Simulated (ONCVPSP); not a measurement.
Which change was made? (Gd, ONCV)

ONCVPSP 4.0.1 input, shortened (lines: element, Z, core and valence counts, functional; n l f; lmax; l rc ep ncon nbas qcut; lloc lpopt rc5 dvloc0; l nproj debl; icmod fcfact rcfact), PBE, scalar-relativistic:

```
  Gd 64.00    8    6        4      upf
    1    0    2.00
    2    0    2.00
    2    1    6.00
    3    0    2.00
    3    1    6.00
    3    2   10.00
    4    0    2.00
    4    1    6.00
    4    2   10.00
    4    3    7.00
    5    0    2.00
    5    1    6.00
    5    2    1.50
    6    0    1.50
    3
    0    2.05    0.00    5    8    6.10
    1    2.15    0.00    4    8    5.70
    2    1.15    0.00    4    9   12.00
    3    1.15    0.00    3    7   14.20
    4    3    0.90    0.00
    0    2    1.50
    1    2    1.30
    2    2    0.30
    3    2    3.80
    0    0.00    0.00
```

Cutoffs, loose and tight: the cutoffs (Ha) at which the residual kinetic energy of the hardest occupied pseudo-wave falls to 1 and 0.1 mHa per electron. They do not see the model core or the augmentation charge, which bear on the density cutoff. Test errors are all-electron minus pseudo excitation energies from the reference, over the configurations 4d10 4f7 5s2 5p6 5d1 6s2; 4d10 4f7 5s2 5p6 5d1 6s1; 4d10 4f7 5s2 5p6 5d1 6s0; 4d9 4f7 5s2 5p6 5d1 6s2; variants that change the core or the reference have their own tests.

The base gives: outcome: generated; cutoff, loose: 87 Ha; cutoff, tight: 96 Ha; bound ghosts: s; GHOST(+) flags above zero: p; largest test error (meV): -67.

Q: After one change the result is: outcome: generated; cutoff, loose: 210 Ha; cutoff, tight: 248 Ha; bound ghosts: s; GHOST(+) flags above zero: p; largest test error (meV): +116. Which change was it?
A. d: qcut 9.9
B. d: qcut 14.2
C. d: qcut 11.5
D. d: qcut 8.2
E. d: qcut 17.5

A: A. The others give: d: qcut 8.2 → outcome: generated; cutoff, loose: 244 Ha; cutoff, tight: 347 Ha; bound ghosts: s; GHOST(+) flags above zero: p; largest test error (meV): +329 | d: qcut 14.2 → outcome: generated; cutoff, loose: 87 Ha; cutoff, tight: 95 Ha; bound ghosts: s; GHOST(+) flags above zero: p; largest test error (meV): -184 | d: qcut 11.5 → outcome: generated; cutoff, loose: 87 Ha; cutoff, tight: 185 Ha; bound ghosts: s; GHOST(+) flags above zero: p; largest test error (meV): -31 | d: qcut 17.5 → outcome: generated; cutoff, loose: 96 Ha; cutoff, tight: 110 Ha; bound ghosts: s; GHOST(+) flags above zero: p; largest test error (meV): -283.
